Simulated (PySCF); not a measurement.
Simulated C 1s region for `CC[C@@H](C)[Si@@H](O)NC`, binding energy against the vacuum level.

Every computed line was given a Gaussian of 0.7 eV full width at half maximum and an area set by the number of equivalent atoms; the highest printed point is 100. Computed, not measured: delta-SCF UKS SCAN, pcX-2 on the ionised atom, pcseg-1 elsewhere, spin-free X2C in PySCF.

binding energy (eV), intensity and a bar:
```
    288.8          0 
    288.9          0 
    289.0          1 
    289.1          2 
    289.2          4 #
    289.3          7 ##
    289.4         12 ####
    289.5         19 ######
    289.6         27 ########
    289.7         36 ###########
    289.8         45 #############
    289.9         55 ################
    290.0         66 ####################
    290.1         79 ########################
    290.2         91 ###########################
    290.3         99 ##############################
    290.4        100 ##############################
    290.5         92 ############################
    290.6         77 #######################
    290.7         59 ##################
    290.8         41 ############
    290.9         27 ########
    291.0         20 ######
    291.1         18 #####
    291.2         21 ######
    291.3         26 ########
    291.4         30 #########
    291.5         32 ##########
    291.6         31 #########
    291.7         26 ########
    291.8         20 ######
    291.9         14 ####
    292.0          8 ##
    292.1          5 #
    292.2          2 #
    292.3          1 
    292.4          0 
    292.5          0
```

Problem. How many maxima does the curve show, and how many computed lines lie under it?

Solution. The curve has 2 maxima (at 290.4 and 291.5 eV). Under it lie 5 lines from 5 inequivalent carbon sites. At this width some lines have no maximum of their own.

Problem. Decompose the envelope and assign each component. Numbering: `[CH3:1][CH2:2][C@@H:3]([CH3:4])[Si@@H:5]([OH:6])[NH:7][CH3:8]`.

Solution. 
```
position (eV)  relative area  line  atoms                  environment
       289.82              1  C 1s     C3  sp3 carbon bound to silicon
       290.34              1  C 1s     C4                methyl carbon
       290.42              1  C 1s     C2             chain CH2 carbon
       290.44              1  C 1s     C1                methyl carbon
       291.51              1  C 1s     C8              N-methyl carbon
```

Problem. What are the centre and the root-mean-square width of the whole band?

Solution. The area-weighted mean of the lines is 290.51 eV. Their own spread about it is 0.55 eV (rms) and each Gaussian has σ = 0.7/2.355 = 0.30 eV; the variances add, which gives 0.63 eV.

The listed C 1s values span 1.69 eV, from C3 (bonded to 2 C, H and Si) to C8 (bonded to N and 3 H). The widest gap between neighbouring values is 1.07 eV, between 290.44 and 291.51 eV. The values 290.42 and 290.44 eV lie too close for their order to be trusted.

The curve has no shake-up lines and no vibrational structure. The structure is a single PBE0-D3(BJ)/def2-SVP conformer in the gas phase; no vibrational or solvent corrections.

The run took 8.0 min of wall time on one thread of an Arm Neoverse N1, shared host with 64 logical CPUs at a one-minute load of 60, and the process peaked at 0.81 GiB of memory.

Shape of the structure used: `[CH3:1][CH2:2][C@@H:3]([CH3:4])[Si@@H:5]([OH:6])[NH:7][CH3:8]`: C1–C2–C3–C4 64°, C2–C3–Si5–O6 -60°, C3–Si5–N7–C8 -176°, H–O6–Si5–C3 68°.
